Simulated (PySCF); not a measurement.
H12O6Ti, charge +3, doublet, at a GFN2-xTB geometry (such geometries of metal compounds can be far from the true shape); PySCF with PBE0/STO-3G.

PySCF was given this input:
```python
from pyscf import gto, scf, dft

mol = gto.Mole()
mol.atom = '''
    Ti    0.00000000   -0.00000000    0.00000000
    O    -0.62795870    1.69434690   -0.91677950
    H    -1.52378457    2.08531234   -0.97029631
    H    -0.07297740    2.32338839   -1.42299588
    O     1.55687199    1.05393829    0.75564005
    H     1.51375231    1.93929188    1.17306331
    H     2.50792783    0.82637641    0.79957606
    O     1.04511822   -0.45152455   -1.67615085
    H     1.96574695   -0.76859606   -1.77680075
    H     0.72000546   -0.39573026   -2.59872397
    O    -1.04511822    0.45152455    1.67615085
    H    -1.96574695    0.76859606    1.77680075
    H    -0.72000546    0.39573026    2.59872397
    O    -1.55687199   -1.05393829   -0.75564005
    H    -1.51375231   -1.93929188   -1.17306331
    H    -2.50792783   -0.82637641   -0.79957606
    O     0.62795870   -1.69434690    0.91677950
    H     0.07297740   -2.32338839    1.42299588
    H     1.52378457   -2.08531234    0.97029631
'''
mol.basis = 'sto-3g'
mol.charge = 3
mol.spin = 1
mol.verbose = 4
mol.build()

mf = dft.UKS(mol)
mf.xc = 'pbe0'
mf.kernel()
mf.analyze()
```

It wrote (shortened):

```
PySCF version 2.14.0

[INPUT] verbose = 4
[INPUT] num. atoms = 19
[INPUT] num. electrons = 79
[INPUT] charge = 3
[INPUT] spin (= nelec alpha-beta = 2S) = 1
[INPUT] symmetry False subgroup None
[INPUT] Mole.unit = angstrom
[INPUT] Symbol           X                Y                Z      unit          X                Y                Z       unit  Magmom
[...]
nuclear repulsion = 626.725863331938
number of shells = 38
number of NR pGTOs = 180
number of NR cGTOs = 60
basis = sto-3g
ecp = {}

******** <class 'pyscf.dft.uks.UKS'> ********
method = UKS
initial guess = minao
damping factor = 0
level_shift factor = 0
DIIS = <class 'pyscf.scf.diis.CDIIS'>
diis_start_cycle = 1
diis_space = 8
diis_damp = 0
SCF conv_tol = 1e-09
SCF conv_tol_grad = None
SCF max_cycles = 50
direct_scf = True
direct_scf_tol = 1e-13
number electrons alpha = 40  beta = 39
XC library pyscf.dft.libxc version 7.1.2
    S. Lehtola, C. Steigemann, M. J. T. Oliveira, and M. A. L. Marques,  SoftwareX 7, 1–5 (2018)
XC functionals = pbe0
    C. Adamo and V. Barone,  J. Chem. Phys. 110, 6158 (1999)
    M. Ernzerhof and G. E. Scuseria,  J. Chem. Phys. 110, 5029 (1999)
radial grids:
    Treutler-Ahlrichs [JCP 102, 346 (1995); DOI:10.1063/1.469408] (M4) radial grids

becke partition: Becke, JCP 88, 2547 (1988); DOI:10.1063/1.454033
pruning grids: <function nwchem_prune>
grids dens level: 3
symmetrized grids: False
atomic radii adjust function: <function treutler_atomic_radii_adjust>
small_rho_cutoff = 0
Set gradient conv threshold to 3.16228e-05
tot grids = 223096
init E= -1292.47384543845

cycle= 1 E= -1291.45929224809  delta_E= 1.01  |g|= 0.623  |ddm|= 3.44
cycle= 2 E= -1291.55318975992  delta_E= -0.0939  |g|= 0.522  |ddm|= 1.33
cycle= 3 E= -1291.70440768463  delta_E= -0.151  |g|= 0.0341  |ddm|= 0.594
cycle= 4 E= -1291.70530279534  delta_E= -0.000895  |g|= 0.00682  |ddm|= 0.0655
cycle= 5 E= -1291.70533952237  delta_E= -3.67e-05  |g|= 0.000503  |ddm|= 0.0107
cycle= 6 E= -1291.70534002864  delta_E= -5.06e-07  |g|= 0.00011  |ddm|= 0.00213
cycle= 7 E= -1291.70534005391  delta_E= -2.53e-08  |g|= 1.53e-05  |ddm|= 0.000556
cycle= 8 E= -1291.7053400543  delta_E= -3.92e-10  |g|= 3.64e-06  |ddm|= 5.18e-05
Extra cycle  E= -1291.70534005432  delta_E= -2.55e-11  |g|= 1.36e-06  |ddm|= 8.51e-06
converged SCF energy = -1291.70534005432  <S^2> = 0.7514779  2S+1 = 2.0014774
**** SCF Summaries ****
Total Energy =                       -1291.705340054323187
Nuclear Repulsion Energy =             626.725863331937830
One-electron Energy =                -2978.097620000994993
Two-electron Energy =                 1059.666416614734089
Two-electron Coulomb Energy =         1155.988623063113664
DFT Exchange-Correlation Energy =      -96.322206448379561
**** MO energy ****
                             alpha | beta                alpha | beta
[...]
To work with the spin densities directly, `use mulliken_meta_spin()` only printing them here.

 ** Mulliken spin pop alpha/beta on meta-lowdin orthogonal AOs **
 ** Mulliken Spin Density (per AO)  **
spin_pop of  0 Ti 1s        0.00000
spin_pop of  0 Ti 2s       -0.00000
spin_pop of  0 Ti 3s        0.00018
spin_pop of  0 Ti 4s        0.01568
spin_pop of  0 Ti 2px      -0.00000
spin_pop of  0 Ti 2py      -0.00000
spin_pop of  0 Ti 2pz      -0.00000
spin_pop of  0 Ti 3px       0.00032
spin_pop of  0 Ti 3py       0.00014
spin_pop of  0 Ti 3pz       0.00011
spin_pop of  0 Ti 4px       0.00476
spin_pop of  0 Ti 4py       0.00293
spin_pop of  0 Ti 4pz       0.00269
spin_pop of  0 Ti 3dxy      0.26592
spin_pop of  0 Ti 3dyz      0.01043
spin_pop of  0 Ti 3dz^2     0.24363
spin_pop of  0 Ti 3dxz      0.00775
spin_pop of  0 Ti 3dx2-y2    0.45097
spin_pop of  1 O 1s       -0.00000
spin_pop of  1 O 2s       -0.00202
spin_pop of  1 O 2px      -0.00266
spin_pop of  1 O 2py      -0.00451
spin_pop of  1 O 2pz      -0.00371
spin_pop of  2 H 1s        0.00445
spin_pop of  3 H 1s        0.00753
spin_pop of  4 O 1s       -0.00000
spin_pop of  4 O 2s       -0.00202
spin_pop of  4 O 2px      -0.00338
spin_pop of  4 O 2py      -0.00393
spin_pop of  4 O 2pz      -0.00357
spin_pop of  5 H 1s        0.00753
spin_pop of  6 H 1s        0.00445
spin_pop of  7 O 1s       -0.00000
spin_pop of  7 O 2s       -0.00202
spin_pop of  7 O 2px      -0.00287
spin_pop of  7 O 2py      -0.00325
spin_pop of  7 O 2pz      -0.00476
spin_pop of  8 H 1s        0.00445
spin_pop of  9 H 1s        0.00753
spin_pop of  10 O 1s       -0.00000
spin_pop of  10 O 2s       -0.00202
spin_pop of  10 O 2px      -0.00287
spin_pop of  10 O 2py      -0.00325
spin_pop of  10 O 2pz      -0.00476
spin_pop of  11 H 1s        0.00445
spin_pop of  12 H 1s        0.00753
spin_pop of  13 O 1s       -0.00000
spin_pop of  13 O 2s       -0.00202
spin_pop of  13 O 2px      -0.00338
spin_pop of  13 O 2py      -0.00393
spin_pop of  13 O 2pz      -0.00357
spin_pop of  14 H 1s        0.00753
spin_pop of  15 H 1s        0.00445
spin_pop of  16 O 1s       -0.00000
spin_pop of  16 O 2s       -0.00202
spin_pop of  16 O 2px      -0.00266
spin_pop of  16 O 2py      -0.00451
spin_pop of  16 O 2pz      -0.00371
spin_pop of  17 H 1s        0.00753
spin_pop of  18 H 1s        0.00445
 ** Mulliken Spin Density (per atom)  **
spin density of  0 Ti =      1.00551
spin density of  1 O =     -0.01290
spin density of  2 H =      0.00445
spin density of  3 H =      0.00753
spin density of  4 O =     -0.01290
spin density of  5 H =      0.00753
spin density of  6 H =      0.00445
spin density of  7 O =     -0.01290
spin density of  8 H =      0.00445
spin density of  9 H =      0.00753
spin density of  10 O =     -0.01290
spin density of  11 H =      0.00445
spin density of  12 H =      0.00753
spin density of  13 O =     -0.01290
spin density of  14 H =      0.00753
spin density of  15 H =      0.00445
spin density of  16 O =     -0.01290
spin density of  17 H =      0.00753
spin density of  18 H =      0.00445
 ** Mulliken pop alpha/beta on meta-lowdin orthogonal AOs **
 ** Mulliken pop       alpha | beta **
In total            40.00000 | 39.00000
 ** Mulliken atomic charges   ( Nelec_alpha | Nelec_beta ) **
charge of  0Ti =      1.03504  (    10.98524      9.97973 )
charge of  1O =     -0.20971  (     4.09841      4.11131 )
charge of  2H =      0.27029  (     0.36708      0.36263 )
charge of  3H =      0.26691  (     0.37031      0.36278 )
charge of  4O =     -0.20971  (     4.09841      4.11131 )
charge of  5H =      0.26691  (     0.37031      0.36278 )
charge of  6H =      0.27029  (     0.36708      0.36263 )
charge of  7O =     -0.20971  (     4.09841      4.11130 )
charge of  8H =      0.27029  (     0.36708      0.36263 )
charge of  9H =      0.26691  (     0.37031      0.36278 )
charge of  10O =     -0.20971  (     4.09841      4.11130 )
charge of  11H =      0.27029  (     0.36708      0.36263 )
charge of  12H =      0.26691  (     0.37031      0.36278 )
charge of  13O =     -0.20971  (     4.09841      4.11131 )
charge of  14H =      0.26691  (     0.37031      0.36278 )
charge of  15H =      0.27029  (     0.36708      0.36263 )
charge of  16O =     -0.20971  (     4.09841      4.11131 )
charge of  17H =      0.26691  (     0.37031      0.36278 )
charge of  18H =      0.27029  (     0.36708      0.36263 )

WARN: System has nonzero charge 3; the dipole moment is origin-dependent.
Location of origin: [0. 0. 0.]

Dipole moment(X, Y, Z, Debye): -0.00000,  0.00000, -0.00000
```
